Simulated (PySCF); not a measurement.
**Correlation energy of Al⁺ (aluminium, charge +1)**

[Ne] 3s1 4s1, high-spin 3S determinant (an excited configuration). Calculation: PySCF 2.14, in aug-cc-pCVTZ-DK with one added diffuse shell each of s, p, d, f type (9s8p6d4f, 91 functions); scalar relativity by spin-free X2C-1e. Frozen: 1s2; 10 electrons correlated.

MP2 pair energies summed by pair of shells (mhartree):

```csv
pair,energy,share (%)
2p-2p,-190.72,68.2
2s-2p,-61.51,22.0
2p-3s,-11.52,4.1
2s-2s,-9.70,3.5
3s-4s,-3.28,1.2
2p-4s,-1.68,0.6
2s-3s,-1.20,0.4
2s-4s,-0.17,0.1
```

Total MP2 correlation energy: -279.78 mhartree.

Same-spin part -77.16 and opposite-spin part -202.62 mhartree; SCS-MP2 scales them by 1/3 and 6/5 to -268.86 mhartree.
